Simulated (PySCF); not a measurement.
**Computed properties of C₄H₅FSi, SMILES C#C/C=C\[SiH2]F**

C4H5FSi, SMILES C#C/C=C\[SiH2]F. The structure is a stationary point at ωB97X-D3(BJ)/def2-SVP. The structure was generated by enumeration; whether it is a known compound was not checked. One conformer was computed; it need not be the lowest. All values are computed for the isolated molecule unless a solvent is named; none is compared with measurement here.

**Structure.** The optimised structure has Cs symmetry. All 27 harmonic modes at ωB97X-D3(BJ)/def2-SVP (PySCF) are real, so it is a minimum. With heavy atoms numbered as in [CH:1]#[C:2]/[CH:3]=[CH:4]\[SiH2:5][F:6], the shortest bond between them is C1–C2 at 1.211 Å and the longest C4–Si5 at 1.870 Å.

**Vibrations.** The strongest infrared lines (harmonic, unscaled, degenerate partners summed) lie at 930 cm⁻¹ (325 km/mol, H 63 %, Si 20 %, C 10 %), 2287 cm⁻¹ (137 km/mol, H 96 %), 985 cm⁻¹ (125 km/mol, H 66 %, C 21 %, Si 11 %). The softest mode is at 57 cm⁻¹ and the zero-point energy is 45.8 kcal/mol.

**Electronic structure.** B3LYP/def2-TZVP (PySCF) places the frontier levels at -7.32 and -1.82 eV, a gap of 5.50 eV, and gives a dipole moment of 1.83 D and a mean polarisability of 70.5 bohr³. PBE/def2-TZVP (PySCF) at the same geometry gives -6.50 and -2.54 eV, so its gap is 1.54 eV narrower. An orbital gap is neither the optical nor the fundamental gap.

**Excitations.** TDA-M06-2X/def2-SVPD (PySCF) has S1 at 5.20 eV (238 nm, f = 0.000, dark); the most intense of the 10 singlets computed lies at 5.82 eV (f = 0.30). T1 (TDA) is at 3.65 eV, 1.55 eV under S1. TDA-PBE/def2-SVPD (PySCF) puts S1 at 4.74 eV. No vertical singlet excitation falls in the visible range (under 3.1 eV).

**NMR.** GIAO shifts at PBE0/pcSseg-1 (PySCF) (non-relativistic, atoms alike by connectivity averaged): ¹³C from 85.6 to 152.0 ppm against TMS; ¹H from 3.7 to 6.9 ppm against TMS; ²⁹Si at -5.7 ppm against TMS; ¹⁹F at -231.4 ppm against CFCl3.

**Solvation.** SMD-PBE0/6-31G* (PySCF) gives 0.4 kcal/mol in water, -2.5 kcal/mol in n-hexane, -3.3 kcal/mol in ethanol (1 M in both phases, gas-phase geometry); of these solvents ethanol holds the molecule best.
